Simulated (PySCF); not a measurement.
Computed shifts of a molecule C4H5ClSi, HF/pcSseg-1 in PySCF, GIAO, gas phase, atoms alike by connectivity averaged where their shifts nearly agree, in ppm (number of nuclei): ¹³C: 153.5 (1), 141.8 (1), 102.6 (1), 74.2 (1). ²⁹Si: -24.0 (1). ¹H: 6.82 (1), 6.75 (1), 5.21 (2), 4.44 (1). References: ¹³C against TMS (σ = 192.6 ppm); ²⁹Si against TMS (σ = 393.8 ppm); ³⁵Cl against HCl (σ = 958.2 ppm); ¹H against TMS (σ = 31.99 ppm), references at their B3LYP-D3(BJ)/def2-TZVP geometries, non-relativistic (without spin–orbit terms, shifts of atoms bonded to Cl or Br come out too high). Geometry: TPSSh-D3(BJ)/def2-SVP. One conformer was computed; it need not be the lowest.

**Question.** Which structure fits?
(A) C#C/C=C\[SiH2]Cl
(B) [SiH3]C#C/C=C\Cl
(C) C#C/C([SiH3])=C\Cl
(D) C=C(Cl)C#C[SiH3]

**Answer.** A, C#C/C=C\[SiH2]Cl
